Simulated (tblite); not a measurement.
Record of a relaxation.

C4H10F2SSi.
Numbering: `[CH3:1][S:2][C@@H:3]([F:4])[SiH2:5][CH2:6][CH2:7][F:8]` (hydrogens: H9, H10, H11 on C1; H12 on C3; H13, H14 on Si5; H15, H16 on C6; H17, H18 on C7)

Computed with GFN2-xTB (tblite), gas phase: L-BFGS steps from a force-field or distance-geometry start until the largest atomic force falls under 0.01 eV/Å. 10 of its 152 geometries are shown.

Step 0: E = -763.7076 eV, largest atomic force 2.350 eV/Å
```
atom  x, y, z in Å  |  force x, y, z in eV/Å
C1      3.534    0.540   -0.615    0.216  -0.582   1.450
S2      1.821    0.190   -1.156    0.265   0.361  -0.679
C3      0.963   -0.472    0.290    1.410  -0.179   0.023
F4      0.809    0.500    1.243    0.318  -0.078   0.427
Si5    -0.703   -1.102   -0.204   -1.338  -1.884  -0.425
C6     -1.857    0.166   -0.904    0.387   1.042  -0.171
C7     -2.812    0.563    0.209    0.536  -0.172  -0.028
F8     -3.658    1.498   -0.307   -0.305   0.324   0.513
H9      4.099   -0.418   -0.503   -0.413   0.748  -0.279
H10     4.038    1.229   -1.287   -0.319  -0.242  -0.108
H11     3.468    1.008    0.393    0.043  -0.217  -0.663
H12     1.558   -1.338    0.652   -0.029   0.755   0.370
H13    -0.577   -2.191   -1.175    0.245  -0.041   0.022
H14    -1.371   -1.659    0.990    0.297   0.008   0.072
H15    -1.228    1.042   -1.211   -0.834  -0.432   0.044
H16    -2.447   -0.176   -1.758    0.256   0.108   0.099
H17    -3.394   -0.310    0.529   -0.191   0.222  -0.099
H18    -2.252    0.937    1.098   -0.545   0.258  -0.567
```

Step 17: E = -764.1213 eV, largest atomic force 0.164 eV/Å
```
atom  x, y, z in Å  |  force x, y, z in eV/Å
C1      3.489    0.515   -0.558   -0.052   0.007  -0.044
S2      1.812    0.235   -1.212    0.055   0.081   0.012
C3      1.016   -0.498    0.237   -0.068   0.010   0.055
F4      0.839    0.446    1.232    0.043   0.118   0.013
Si5    -0.706   -1.214   -0.234   -0.149  -0.064  -0.026
C6     -1.849    0.175   -0.872   -0.011  -0.046   0.052
C7     -2.840    0.607    0.200    0.027   0.018   0.003
F8     -3.690    1.574   -0.289    0.046  -0.032   0.000
H9      4.017   -0.433   -0.483   -0.025   0.034   0.020
H10     3.980    1.168   -1.272    0.048  -0.021   0.036
H11     3.417    1.005    0.410   -0.009  -0.016  -0.039
H12     1.697   -1.237    0.663    0.030  -0.079  -0.044
H13    -0.469   -2.268   -1.215    0.008  -0.002  -0.074
H14    -1.228   -1.776    1.016   -0.002  -0.009   0.026
H15    -1.271    1.047   -1.188   -0.024  -0.053   0.024
H16    -2.416   -0.161   -1.742    0.060  -0.018   0.033
H17    -3.476   -0.223    0.529    0.039   0.035  -0.052
H18    -2.330    1.044    1.063   -0.017   0.039   0.008
```

Step 34: E = -764.1345 eV, largest atomic force 0.045 eV/Å
```
atom  x, y, z in Å  |  force x, y, z in eV/Å
C1      3.462    0.523   -0.554   -0.021  -0.003  -0.007
S2      1.783    0.291   -1.216    0.007   0.015   0.006
C3      1.008   -0.488    0.230    0.024   0.014  -0.006
F4      0.854    0.447    1.237   -0.015   0.000   0.032
Si5    -0.708   -1.244   -0.220   -0.014  -0.011  -0.021
C6     -1.840    0.150   -0.845   -0.010   0.009  -0.014
C7     -2.830    0.626    0.203   -0.012  -0.003   0.013
F8     -3.661    1.586   -0.328    0.025   0.028  -0.001
H9      3.948   -0.444   -0.453   -0.005   0.015   0.004
H10     3.998    1.142   -1.266   -0.007  -0.015   0.010
H11     3.395    1.028    0.405    0.004   0.007  -0.020
H12     1.715   -1.226    0.616   -0.011  -0.029   0.013
H13    -0.462   -2.246   -1.256    0.017  -0.018  -0.005
H14    -1.208   -1.850    1.019    0.008   0.010  -0.007
H15    -1.246    1.003   -1.177    0.016   0.015   0.006
H16    -2.403   -0.190   -1.715   -0.021  -0.025  -0.005
H17    -3.484   -0.183    0.542    0.004  -0.043   0.011
H18    -2.331    1.082    1.063    0.012   0.033  -0.007
```

Step 50: E = -764.1437 eV, largest atomic force 0.060 eV/Å
```
atom  x, y, z in Å  |  force x, y, z in eV/Å
C1      3.412    0.568   -0.541    0.016  -0.006   0.007
S2      1.696    0.420   -1.118    0.001  -0.024   0.035
C3      0.977   -0.506    0.269    0.026   0.011  -0.042
F4      0.795    0.325    1.359    0.005   0.005   0.006
Si5    -0.708   -1.280   -0.255   -0.026  -0.053   0.012
C6     -1.835    0.118   -0.878   -0.002  -0.029  -0.004
C7     -2.753    0.658    0.205    0.004   0.013  -0.004
F8     -3.590    1.617   -0.319   -0.005   0.025  -0.001
H9      3.816   -0.425   -0.362    0.012   0.007  -0.002
H10     3.968    1.059   -1.334   -0.008   0.010   0.004
H11     3.441    1.169    0.364   -0.014  -0.008   0.000
H12     1.709   -1.255    0.584    0.003   0.018  -0.010
H13    -0.417   -2.261   -1.303    0.010   0.038   0.027
H14    -1.229   -1.913    0.962   -0.009  -0.001  -0.028
H15    -1.235    0.939   -1.277   -0.025  -0.012   0.016
H16    -2.455   -0.244   -1.699   -0.022  -0.005  -0.010
H17    -3.403   -0.122    0.614    0.017  -0.002  -0.004
H18    -2.196    1.139    1.014    0.017   0.012   0.000
```

Step 67: E = -764.1523 eV, largest atomic force 0.064 eV/Å
```
atom  x, y, z in Å  |  force x, y, z in eV/Å
C1      3.383    0.601   -0.514   -0.010   0.006   0.007
S2      1.661    0.446   -1.069   -0.039  -0.007  -0.047
C3      0.957   -0.524    0.294   -0.009  -0.001  -0.009
F4      0.779    0.272    1.409   -0.040  -0.010  -0.004
Si5    -0.709   -1.313   -0.285   -0.016  -0.006  -0.001
C6     -1.873    0.058   -0.902   -0.013   0.016   0.015
C7     -2.677    0.711    0.213    0.019   0.004  -0.007
F8     -3.501    1.682   -0.309   -0.008  -0.011   0.000
H9      3.794   -0.388   -0.334    0.013  -0.002   0.009
H10     3.925    1.091   -1.315    0.001   0.010  -0.006
H11     3.414    1.210    0.384    0.020  -0.010   0.044
H12     1.697   -1.276    0.580   -0.001   0.002   0.002
H13    -0.336   -2.239   -1.355   -0.014   0.017  -0.008
H14    -1.284   -2.016    0.865    0.042   0.008   0.030
H15    -1.300    0.836   -1.415   -0.008  -0.023   0.017
H16    -2.567   -0.354   -1.637   -0.011   0.023   0.050
H17    -3.332   -0.003    0.726    0.038  -0.003  -0.052
H18    -2.038    1.213    0.948    0.035  -0.012  -0.040
```

Step 84: E = -764.1733 eV, largest atomic force 0.065 eV/Å
```
atom  x, y, z in Å  |  force x, y, z in eV/Å
C1      3.303    0.661   -0.422   -0.020   0.022  -0.005
S2      1.601    0.464   -1.029    0.012  -0.019   0.027
C3      0.884   -0.559    0.288    0.024   0.021  -0.046
F4      0.616    0.205    1.410    0.004   0.004  -0.022
Si5    -0.723   -1.400   -0.367   -0.027  -0.012  -0.003
C6     -1.961   -0.071   -0.921   -0.013   0.004   0.010
C7     -2.452    0.828    0.202    0.029  -0.019   0.020
F8     -3.289    1.800   -0.303    0.022  -0.045   0.024
H9      3.785   -0.309   -0.329   -0.058  -0.002  -0.003
H10     3.816    1.260   -1.167    0.034   0.026   0.019
H11     3.285    1.181    0.531    0.012  -0.006   0.006
H12     1.643   -1.281    0.598    0.009   0.000  -0.018
H13    -0.318   -2.191   -1.530    0.011  -0.045   0.045
H14    -1.209   -2.205    0.756   -0.039  -0.012  -0.009
H15    -1.496    0.551   -1.688    0.014   0.049   0.008
H16    -2.824   -0.548   -1.388   -0.008   0.003   0.010
H17    -3.038    0.270    0.941    0.017   0.020  -0.018
H18    -1.632    1.351    0.702   -0.020   0.013  -0.045
```

Step 101: E = -764.1850 eV, largest atomic force 0.037 eV/Å
```
atom  x, y, z in Å  |  force x, y, z in eV/Å
C1      3.261    0.692   -0.380   -0.006  -0.016   0.000
S2      1.576    0.506   -1.037   -0.014  -0.011   0.006
C3      0.855   -0.564    0.241    0.026  -0.014  -0.019
F4      0.561    0.174    1.374    0.023   0.012   0.027
Si5    -0.742   -1.439   -0.396   -0.024   0.019   0.010
C6     -1.970   -0.095   -0.936    0.009   0.013   0.003
C7     -2.346    0.854    0.190   -0.022  -0.014   0.013
F8     -3.257    1.785   -0.258   -0.003  -0.024  -0.008
H9      3.740   -0.283   -0.335   -0.003  -0.008  -0.008
H10     3.797    1.338   -1.068   -0.020   0.008   0.006
H11     3.217    1.146    0.605   -0.014   0.019   0.009
H12     1.631   -1.271    0.545    0.017  -0.033   0.002
H13    -0.339   -2.295   -1.509    0.005   0.012  -0.017
H14    -1.245   -2.215    0.742    0.004   0.014   0.007
H15    -1.547    0.487   -1.758    0.018   0.020   0.004
H16    -2.884   -0.554   -1.314   -0.017  -0.026  -0.017
H17    -2.829    0.323    1.017    0.007   0.028   0.006
H18    -1.489    1.419    0.564    0.014   0.002  -0.024
```

Step 117: E = -764.1916 eV, largest atomic force 0.052 eV/Å
```
atom  x, y, z in Å  |  force x, y, z in eV/Å
C1      3.211    0.721   -0.351   -0.028  -0.007   0.011
S2      1.537    0.499   -1.025    0.000   0.006   0.010
C3      0.858   -0.615    0.236    0.002   0.013  -0.013
F4      0.600    0.085    1.403    0.010  -0.004  -0.010
Si5    -0.758   -1.458   -0.396    0.017   0.001  -0.005
C6     -1.976   -0.107   -0.944    0.001  -0.018   0.021
C7     -2.279    0.892    0.161   -0.003   0.008   0.024
F8     -3.266    1.767   -0.238    0.036  -0.019  -0.032
H9      3.713   -0.242   -0.329    0.032   0.020  -0.001
H10     3.737    1.408   -1.006   -0.032  -0.020  -0.003
H11     3.133    1.143    0.647    0.020   0.006   0.014
H12     1.640   -1.334    0.492   -0.008  -0.006  -0.004
H13    -0.352   -2.301   -1.520   -0.026  -0.006   0.013
H14    -1.258   -2.221    0.752   -0.009   0.004  -0.023
H15    -1.573    0.432   -1.803   -0.006   0.011  -0.002
H16    -2.913   -0.564   -1.267    0.005   0.011   0.018
H17    -2.656    0.404    1.066    0.004  -0.014  -0.008
H18    -1.405    1.499    0.409   -0.014   0.015  -0.009
```

Step 134: E = -764.1960 eV, largest atomic force 0.030 eV/Å
```
atom  x, y, z in Å  |  force x, y, z in eV/Å
C1      3.165    0.766   -0.306   -0.010  -0.003  -0.005
S2      1.504    0.500   -0.996   -0.010   0.005   0.004
C3      0.852   -0.673    0.224   -0.003   0.007  -0.008
F4      0.594   -0.023    1.420    0.025   0.012   0.012
Si5    -0.771   -1.496   -0.412   -0.021  -0.001   0.001
C6     -1.987   -0.133   -0.929   -0.015  -0.003  -0.006
C7     -2.188    0.942    0.127    0.012  -0.003  -0.004
F8     -3.210    1.784   -0.252    0.018  -0.001   0.008
H9      3.717   -0.170   -0.323    0.000   0.008   0.004
H10     3.651    1.500   -0.940    0.006   0.005   0.005
H11     3.073    1.147    0.707    0.004  -0.001   0.001
H12     1.644   -1.393    0.444   -0.008  -0.005   0.003
H13    -0.394   -2.334   -1.549   -0.003  -0.006  -0.005
H14    -1.276   -2.268    0.727    0.004  -0.001   0.005
H15    -1.648    0.346   -1.850    0.005   0.001   0.001
H16    -2.959   -0.580   -1.147   -0.003  -0.004   0.001
H17    -2.479    0.523    1.096    0.005   0.004  -0.025
H18    -1.298    1.568    0.245   -0.005  -0.015   0.008
```

Step 151: E = -764.1982 eV, largest atomic force 0.009 eV/Å
```
atom  x, y, z in Å  |  force x, y, z in eV/Å
C1      3.115    0.805   -0.271    0.000   0.000  -0.002
S2      1.464    0.520   -0.975   -0.003  -0.001  -0.003
C3      0.841   -0.702    0.210    0.002  -0.002  -0.003
F4      0.607   -0.096    1.433   -0.003  -0.001   0.003
Si5    -0.787   -1.523   -0.419    0.003  -0.001   0.006
C6     -2.009   -0.159   -0.923    0.000  -0.004   0.001
C7     -2.103    0.967    0.094    0.003   0.000   0.000
F8     -3.102    1.843   -0.269    0.002   0.003   0.001
H9      3.691   -0.116   -0.317    0.002   0.007   0.001
H10     3.586    1.573   -0.876   -0.001   0.000   0.002
H11     3.010    1.148    0.754    0.000  -0.002  -0.003
H12     1.641   -1.426    0.389    0.000  -0.003  -0.001
H13    -0.419   -2.359   -1.561   -0.002  -0.003  -0.001
H14    -1.276   -2.299    0.724   -0.001   0.000   0.002
H15    -1.722    0.267   -1.886    0.007   0.006  -0.002
H16    -3.003   -0.590   -1.052   -0.005  -0.001  -0.002
H17    -2.361    0.602    1.092   -0.002   0.002  -0.001
H18    -1.180    1.551    0.138   -0.002  -0.002   0.002
```

**Question.** Summarise the path.

**Answer.** The energy falls by 47.33 kJ/mol from step 0 to step 151; nine tenths of that is first reached at step 65. It falls at every step. The largest force goes from 2.350 to 0.009 eV/Å. Among the bonds C3–Si5 changes most, from 1.849 to 1.929 Å; the atoms move by 0.798 Å rms after alignment.

**Question.** Follow the three bonds and two angles with the largest change from start to end.

**Answer.** 
```json
{"step": "0", "E above end (kJ/mol)": "47.33", "largest force (eV/Å)": "2.350", "C3–Si5 (Å)": "1.849", "Si5–C6 (Å)": "1.852", "C1–H9 (Å)": "1.118", "F4–C3–H12 (°)": "112.8", "C1–S2–C3 (°)": "106.1"}
{"step": "7", "E above end (kJ/mol)": "11.30", "largest force (eV/Å)": "0.238", "C3–Si5 (Å)": "1.926", "Si5–C6 (Å)": "1.901", "C1–H9 (Å)": "1.090", "F4–C3–H12 (°)": "104.5", "C1–S2–C3 (°)": "102.9"}
{"step": "13", "E above end (kJ/mol)": "8.54", "largest force (eV/Å)": "0.148", "C3–Si5 (Å)": "1.936", "Si5–C6 (Å)": "1.903", "C1–H9 (Å)": "1.086", "F4–C3–H12 (°)": "106.2", "C1–S2–C3 (°)": "101.4"}
{"step": "20", "E above end (kJ/mol)": "6.66", "largest force (eV/Å)": "0.085", "C3–Si5 (Å)": "1.931", "Si5–C6 (Å)": "1.905", "C1–H9 (Å)": "1.087", "F4–C3–H12 (°)": "105.4", "C1–S2–C3 (°)": "99.8"}
{"step": "26", "E above end (kJ/mol)": "6.32", "largest force (eV/Å)": "0.052", "C3–Si5 (Å)": "1.927", "Si5–C6 (Å)": "1.904", "C1–H9 (Å)": "1.087", "F4–C3–H12 (°)": "105.9", "C1–S2–C3 (°)": "99.3"}
{"step": "33", "E above end (kJ/mol)": "6.18", "largest force (eV/Å)": "0.050", "C3–Si5 (Å)": "1.927", "Si5–C6 (Å)": "1.901", "C1–H9 (Å)": "1.087", "F4–C3–H12 (°)": "105.7", "C1–S2–C3 (°)": "99.2"}
{"step": "39", "E above end (kJ/mol)": "5.95", "largest force (eV/Å)": "0.054", "C3–Si5 (Å)": "1.932", "Si5–C6 (Å)": "1.903", "C1–H9 (Å)": "1.087", "F4–C3–H12 (°)": "105.8", "C1–S2–C3 (°)": "99.1"}
{"step": "46", "E above end (kJ/mol)": "5.44", "largest force (eV/Å)": "0.070", "C3–Si5 (Å)": "1.930", "Si5–C6 (Å)": "1.902", "C1–H9 (Å)": "1.086", "F4–C3–H12 (°)": "105.6", "C1–S2–C3 (°)": "99.7"}
{"step": "53", "E above end (kJ/mol)": "5.18", "largest force (eV/Å)": "0.044", "C3–Si5 (Å)": "1.928", "Si5–C6 (Å)": "1.901", "C1–H9 (Å)": "1.087", "F4–C3–H12 (°)": "105.8", "C1–S2–C3 (°)": "100.2"}
{"step": "59", "E above end (kJ/mol)": "5.04", "largest force (eV/Å)": "0.062", "C3–Si5 (Å)": "1.928", "Si5–C6 (Å)": "1.901", "C1–H9 (Å)": "1.087", "F4–C3–H12 (°)": "105.9", "C1–S2–C3 (°)": "100.4"}
{"step": "66", "E above end (kJ/mol)": "4.51", "largest force (eV/Å)": "0.087", "C3–Si5 (Å)": "1.932", "Si5–C6 (Å)": "1.901", "C1–H9 (Å)": "1.086", "F4–C3–H12 (°)": "105.8", "C1–S2–C3 (°)": "100.5"}
{"step": "72", "E above end (kJ/mol)": "3.95", "largest force (eV/Å)": "0.088", "C3–Si5 (Å)": "1.933", "Si5–C6 (Å)": "1.900", "C1–H9 (Å)": "1.088", "F4–C3–H12 (°)": "105.7", "C1–S2–C3 (°)": "100.6"}
{"step": "79", "E above end (kJ/mol)": "3.05", "largest force (eV/Å)": "0.072", "C3–Si5 (Å)": "1.928", "Si5–C6 (Å)": "1.900", "C1–H9 (Å)": "1.086", "F4–C3–H12 (°)": "105.7", "C1–S2–C3 (°)": "101.3"}
{"step": "85", "E above end (kJ/mol)": "2.32", "largest force (eV/Å)": "0.076", "C3–Si5 (Å)": "1.929", "Si5–C6 (Å)": "1.899", "C1–H9 (Å)": "1.086", "F4–C3–H12 (°)": "105.6", "C1–S2–C3 (°)": "100.9"}
{"step": "92", "E above end (kJ/mol)": "1.73", "largest force (eV/Å)": "0.054", "C3–Si5 (Å)": "1.930", "Si5–C6 (Å)": "1.899", "C1–H9 (Å)": "1.087", "F4–C3–H12 (°)": "105.5", "C1–S2–C3 (°)": "100.7"}
{"step": "98", "E above end (kJ/mol)": "1.36", "largest force (eV/Å)": "0.042", "C3–Si5 (Å)": "1.931", "Si5–C6 (Å)": "1.898", "C1–H9 (Å)": "1.087", "F4–C3–H12 (°)": "105.6", "C1–S2–C3 (°)": "100.2"}
{"step": "105", "E above end (kJ/mol)": "1.06", "largest force (eV/Å)": "0.048", "C3–Si5 (Å)": "1.929", "Si5–C6 (Å)": "1.897", "C1–H9 (Å)": "1.087", "F4–C3–H12 (°)": "105.5", "C1–S2–C3 (°)": "99.4"}
{"step": "112", "E above end (kJ/mol)": "0.81", "largest force (eV/Å)": "0.038", "C3–Si5 (Å)": "1.927", "Si5–C6 (Å)": "1.897", "C1–H9 (Å)": "1.087", "F4–C3–H12 (°)": "105.5", "C1–S2–C3 (°)": "98.9"}
{"step": "118", "E above end (kJ/mol)": "0.60", "largest force (eV/Å)": "0.058", "C3–Si5 (Å)": "1.929", "Si5–C6 (Å)": "1.900", "C1–H9 (Å)": "1.087", "F4–C3–H12 (°)": "105.7", "C1–S2–C3 (°)": "99.4"}
{"step": "125", "E above end (kJ/mol)": "0.32", "largest force (eV/Å)": "0.028", "C3–Si5 (Å)": "1.929", "Si5–C6 (Å)": "1.898", "C1–H9 (Å)": "1.087", "F4–C3–H12 (°)": "105.6", "C1–S2–C3 (°)": "99.7"}
{"step": "131", "E above end (kJ/mol)": "0.26", "largest force (eV/Å)": "0.026", "C3–Si5 (Å)": "1.929", "Si5–C6 (Å)": "1.899", "C1–H9 (Å)": "1.087", "F4–C3–H12 (°)": "105.6", "C1–S2–C3 (°)": "99.8"}
{"step": "138", "E above end (kJ/mol)": "0.15", "largest force (eV/Å)": "0.028", "C3–Si5 (Å)": "1.929", "Si5–C6 (Å)": "1.898", "C1–H9 (Å)": "1.087", "F4–C3–H12 (°)": "105.6", "C1–S2–C3 (°)": "99.8"}
{"step": "144", "E above end (kJ/mol)": "0.05", "largest force (eV/Å)": "0.026", "C3–Si5 (Å)": "1.929", "Si5–C6 (Å)": "1.898", "C1–H9 (Å)": "1.087", "F4–C3–H12 (°)": "105.7", "C1–S2–C3 (°)": "99.5"}
{"step": "151", "E above end (kJ/mol)": "0.00", "largest force (eV/Å)": "0.009", "C3–Si5 (Å)": "1.929", "Si5–C6 (Å)": "1.899", "C1–H9 (Å)": "1.087", "F4–C3–H12 (°)": "105.6", "C1–S2–C3 (°)": "99.5"}
```

What follows is the cost of the whole relaxation. Time: 1.9 s wall. Hardware: AMD EPYC 7R43, one thread, no GPU, shared host with 256 logical CPUs at a one-minute load of 164.
